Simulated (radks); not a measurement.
Task: All-electron atom: a nucleus of charge 62.8 with 61 electrons in [Xe] 4f6 6s1. All-electron calculation, scalar-relativistic Kohn-Sham, PBE, spin-polarised, spherical densities, point nucleus; open shells are filled with parallel spins first (spin-orbit coupling, left out, can overturn this in heavy ions). Program: a radial shooting solver on a logarithmic mesh with Libxc functionals. Some entries of the table are withheld. Estimate them.

orbital,occ.,eigenvalue (eV),<r> (bohr)
1s up,1,-48048.53,0.02240
1s down,1,-48048.52,0.02240
2s up,1,-7898.053,0.09548
2s down,1,-7898.012,0.09548
2p up,3,-7040.108,0.08421
2p down,3,-7040.078,0.08421
3s up,1,-1752.489,0.2507
3s down,1,-1750.393,0.2505
3p up,3,-1485.297,0.2492
3p down,3,-1483.211,0.2489
3d up,5,-1127.123,0.2271
3d down,5,-1125.520,0.2268
4s up,1,-365.2893,0.5682
4s down,1,-360.1940,0.5681
4p up,3,-277.3392,0.6014
4p down,3,-272.2593,0.6014
4d up,5,-154.6493,0.6553
4d down,5,-149.5954,0.6560
5s up,1,-62.2783,1.357
5s down,1,-59.4577,1.376
5p up,3,-40.5867,1.575
5p down,3,-38.4054,1.601
4f up,6,(1),0.8903
4f down,0,(2),0.9319
6s up,1,(3),3.424
6s down,0,(4),3.414

Result: 
(1) 4f up eigenvalue (eV): -22.6782
(2) 4f down eigenvalue (eV): -18.1660
(3) 6s up eigenvalue (eV): -14.8228
(4) 6s down eigenvalue (eV): -13.4524
